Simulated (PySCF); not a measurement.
Work out the structure from these simulated measurements.

Elements present: B, C, H and O. Monoisotopic mass: 128.1009 u.

| Quantity | Value |
| --- | --- |
| Dipole | 1.19 D [wB97X-D/def2-SVPD] |
| NMR, other nuclei | isotropic shieldings of nuclei other than C and H, by class: 71 (1 B), 224 (2 O) ppm [GIAO B3LYP/pcSseg-1] |
| XPS | B1s 196.5, C1s 289.8, C1s 289.8, C1s 290.3, C1s 290.3, C1s 292.0 (×2), O1s 538.1 (×2) eV [ΔSCF SCAN, pcX-2 on the ionised atom, pcseg-1 elsewhere, spin-free X2C] |
| 13C NMR | chemical shifts (computed TMS as zero) by class: 158.5 (1 C), 131.1 (1 C), 53.9 (2 C), 37.1 (1 C), 17.4 (1 C) ppm [GIAO B3LYP/pcSseg-1] |
| 1H NMR | chemical shifts (computed TMS as zero) by class: 5.76 (1 H), 5.29 (1 H), 3.74 (6 H), 2.17 (2 H), 0.91 (3 H) ppm [GIAO B3LYP/pcSseg-1] |
| Rotational structure | rotational constants A, B, C: 1.726, 1.313, 0.918 GHz [PBE0-D3(BJ)/def2-SVP] |
| UV, first state | lowest singlet excitation: 6.59 eV (188 nm, f = 0.214) [TDDFT wB97X-D/def2-SVPD] |
| Triplet | lowest triplet excitation (Tamm–Dancoff): 4.15 eV [TDA wB97X-D/def2-SVPD] |
| Valence photoelectron | vertical ionisation energy: 9.31 eV [ΔSCF wB97X-D/def2-SVPD] |
| Polarisability | 95.3 au [wB97X-D/def2-SVPD] |

The electronic properties come from PySCF, for the isolated species, density fitting. Levels stand in brackets. Geometry: PBE0-D3(BJ)/def2-SVP, one conformer, isolated molecule. NMR classes are plain means over equivalent atoms (diastereotopic ones count apart unless rotation or inversion swaps them), as if these changed places fast.

Task: Which formula fits the mass and the elements?

Result: C6H13BO2 (calculated 128.1009). No other formula that holds each of these elements comes within 0.0003 u with a fitting electron parity and a possible valence count.

Task: Give a SMILES that accounts for the data.

Result: Numbering: `[CH2:1]=[C:2]([CH2:3][CH3:4])[B:5]([O:6][CH3:7])[O:8][CH3:9]`. 6 carbons fall into 5 classes; from least to most shielded: fully substituted alkene carbon [C2] (158.5 ppm), terminal =CH2 carbon [C1] (131.1 ppm), methoxy carbon [C7/C9] (53.9 ppm, 2 C, up to 3.9 ppm apart in this geometry), allylic carbon [C3] (37.1 ppm), methyl carbon [C4] (17.4 ppm). Hydrogen classes from least to most shielded: 1 H on a terminal =CH2 carbon, C1 (5.76 ppm), 1 H on a terminal =CH2 carbon, C1 (5.29 ppm), 6 H on 2 methoxy carbons, C7/C9 (3.74 ppm, a mean of values up to 0.6 ppm apart in this geometry), 2 H on an allylic carbon, C3 (2.17 ppm, a mean of values up to 0.9 ppm apart in this geometry), 3 H on a methyl carbon, C4 (0.91 ppm, a mean of values up to 0.5 ppm apart in this geometry). The other shieldings belong to: 71 ppm, three-coordinate boron [B5]; 224 ppm, boron-bound oxygen [O6/O8]. The core levels belong to: B1s 196.5 eV, three-coordinate boron [B5]; C1s 289.8 eV, fully substituted alkene carbon [C2]; C1s 289.8 eV, terminal =CH2 carbon [C1]; C1s 290.3 eV, allylic carbon [C3]; C1s 290.3 eV, methyl carbon [C4]; C1s 292.0 eV, methoxy carbon [C7/C9]; O1s 538.1 eV, boron-bound oxygen [O6/O8]. One atom of each topological class was ionised and stands for its class. The hole state at 289.8 eV has ⟨S²⟩ = 0.85 against 0.75, so that value is less sure. The first electron is taken from the HOMO, whose largest Löwdin shares are 0.36 on the terminal =CH2 carbon, 0.32 on the fully substituted alkene carbon and 0.07 on the allylic carbon. The optimised geometry has point group C1 and is an asymmetric top. Structure: `C=C(CC)B(OC)OC`. Computed isomers that give other values at the same levels: `C=CC(C)(C)OBOC` (core binding energies: B1s 196.7, C1s 290.1, C1s 290.4, C1s 290.5 (×2), C1s 292.3, C1s 292.4, O1s 537.9, O1s 538.3 eV); `CC/C=C/B(OC)OC` (13C chemical shifts (computed TMS as zero) by class: 168.3 (1 C), 124.3 (1 C), 53.0 (2 C), 36.0 (1 C), 16.4 (1 C) ppm); `CC/C=C\B(OC)OC` (13C chemical shifts (computed TMS as zero) by class: 170.1 (1 C), 123.8 (1 C), 52.8 (2 C), 30.2 (1 C), 16.5 (1 C) ppm). The assignments are read from this structure; whether some other isomer fits the data as well wasn't checked.

The values belong to the conformer `[CH2:1]=[C:2]([CH2:3][CH3:4])[B:5]([O:6][CH3:7])[O:8][CH3:9]`: C1–C2–C3–C4 121°, C1–C2–B5–O6 142°, C2–B5–O6–C7 180°, C2–B5–O8–C9 -5°.
